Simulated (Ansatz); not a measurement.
C₄H₁₀N, doublet, at a GFN2-xTB geometry; Ansatz (a quantum-chemistry and plane-wave program) with PBE0/STO-3G.

The Ansatz input:
Ansatz 0.2 input:
```yaml
crystal:
  periodic: [false, false, false]
  atoms:
    - {symbol: C, position_ang: [0.67820005, -0.41699441, 1.29444918]}
    - {symbol: C, position_ang: [0.02857092, -0.02960167, 0.02237235]}
    - {symbol: C, position_ang: [-0.90329571, -1.12664449, -0.49435635]}
    - {symbol: C, position_ang: [1.05588681, 0.34741539, -1.04597549]}
    - {symbol: N, position_ang: [-0.80498467, 1.17133937, 0.27104294]}
    - {symbol: H, position_ang: [0.13254030, -0.98583015, 2.02430752]}
    - {symbol: H, position_ang: [1.56583299, 0.09255802, 1.62075569]}
    - {symbol: H, position_ang: [-1.63236915, -1.39634447, 0.26643342]}
    - {symbol: H, position_ang: [-1.43433206, -0.77216324, -1.37336694]}
    - {symbol: H, position_ang: [-0.33024515, -2.01216935, -0.75474050]}
    - {symbol: H, position_ang: [0.54531946, 0.71729722, -1.93074925]}
    - {symbol: H, position_ang: [1.72006284, 1.12597566, -0.67746316]}
    - {symbol: H, position_ang: [1.65311761, -0.51991661, -1.31316773]}
    - {symbol: H, position_ang: [-1.51135369, 0.97099308, 0.97128310]}
    - {symbol: H, position_ang: [-0.22985286, 1.93517531, 0.61046915]}
basis:
  gaussian:
    orbitals: STO-3G
hamiltonian:
  xc: pbe0
magnetization: {spin_polarized: true, initial_magnetization: 1}
```

Output, abridged:

```
Functional definition: PBE0
491 factors; integrals over basis functions are off by at most 3.9e-5 eV
mean field evaluation 1: about -5720.9977 eV, gradient 1.0e1 eV
mean field evaluation 2: about -5721.3277 eV, gradient 8.0e0 eV
mean field evaluation 4: about -5721.6835 eV, gradient 4.0e-1 eV
mean field evaluation 8: about -5721.6583 eV, gradient 8.3e-3 eV
mean field -5721.65831594 eV, -210.2670648315 hartree, gradient 4.5e-5 eV, S^2 0.755280; 0 other end points of the search recorded, 0 dependent functions left out
reference -5721.65833583 eV, -210.2670655625 hartree; 21, 20 occupied and 14, 15 virtual orbitals, 491 factors
Total energy: -5721.65833583 eV, -210.2670655625 hartree
```
